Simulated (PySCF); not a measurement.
C₂H₉GaO₃, singlet at its GFN2-xTB optimised geometry (Å):

```
15

Ga    -0.6587     0.0396     0.0000
C      1.3636     0.0396     0.0000
H      1.7364     0.9108     0.5327
H      1.7644     0.0622    -1.0130
H      1.7354    -0.8566     0.4921
O     -1.6043     1.5400     0.0000
H     -1.7644     2.0993    -0.7532
O     -1.6569    -1.3320    -0.5024
H     -1.3745    -2.0993    -0.9884
C     -1.3006     0.6632     3.1181
O     -1.2981    -0.2856     2.0627
H     -1.6746     1.6311     2.7797
H     -0.2689     0.7764     3.4462
H     -1.9091     0.2944     3.9482
H     -2.2038    -0.4112     1.7434
```

Level of theory: CAM-B3LYP/def2-TZVP run with PySCF.

Map of the deformation density (molecule minus spherical neutral atoms) (e/bohr³) on the plane z = 1.5 Å:

```
|=============================|
|=============================|
|=============================|
|=============================|
|=============================|
|=============================|
|=============================|
|=============================|
|=============================|
|=============================|
|========------===============|
|=======--------===---========|
|======----==----==---========|
|=====-::-=**=---=---=========|
|====-:.:+#@@*=------=========|
|====-: -@*#@*=--=---=========|
|====-: .+--++=====--=========|
|=====-:.::-========-=========|
|=====------==================|
|=============================|
|=============================|
|=============================|
|=============================|
|=============================|
|=============================|
|=============================|
|=============================|
|=============================|
|=============================|
```
Scale: ten equal steps from -0.026 (start of ' ') to 0.031 (end of '@'), in the order ' .:-=+*#%@'; x runs from -4.50 to 4.50, y from -4.50 (bottom) to 4.50 (top).
